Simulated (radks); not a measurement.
Ne5+, 5 electrons, occupied as [He] 2s2 2p1.

Method: Dirac Kohn-Sham, LDA (Slater exchange, Perdew-Wang correlation), spin-unpolarised, spherical densities, finite nucleus; open shells are shared between the two j in proportion to 2j + 1; Fermi nuclear charge, rms radius 3.0055 fm; computed with a radial shooting solver on a logarithmic mesh with Libxc functionals.

Energy parts (hartree):
total: -115.40424
kinetic: 115.41691
electron-nucleus: -251.21736
Hartree: 28.27233
exchange-correlation: -7.87612

Orbitals (lengths in bohr, moments of r in powers of bohr; r(max) is where P^2 peaks):
| orbital | occ. | eigenvalue (hartree) | r(max) | <1/r> | <r^4> |
|---|---|---|---|---|---|
| 1s1/2 | 2 | -36.36530 | 0.1030 | 9.609 | 0.002928 |
| 2s1/2 | 2 | -5.88546 | 0.6168 | 1.993 | 0.6993 |
| 2p1/2 | 0.333333 | -5.16772 | 0.5146 | 1.922 | 0.5810 |
| 2p3/2 | 0.666667 | -5.16037 | 0.5156 | 1.918 | 0.5840 |
| 3s1/2 | 0 | -2.05194 | 1.758 | 0.7679 | 24.23 |
| 3p1/2 | 0 | -1.85640 | 1.752 | 0.7375 | 26.08 |
| 3p3/2 | 0 | -1.85474 | 1.754 | 0.7364 | 26.17 |

The highest occupied level is 2p3/2 at -140.42 eV. The density falls to 0.001 e/bohr^3 at r = 1.87 bohr. For comparison, the ionisation energy in NIST's Atomic Spectra Database is 157.93 eV (measured). In exact Kohn-Sham theory the highest level is minus the ionisation energy, but local and semilocal functionals leave it too shallow, through self-interaction and a potential that decays too fast; potentials with the right tail come closer.

Beside tabulated values, note that spin-unpolarised runs miss the spin-polarisation part of the exchange energy of open shells.
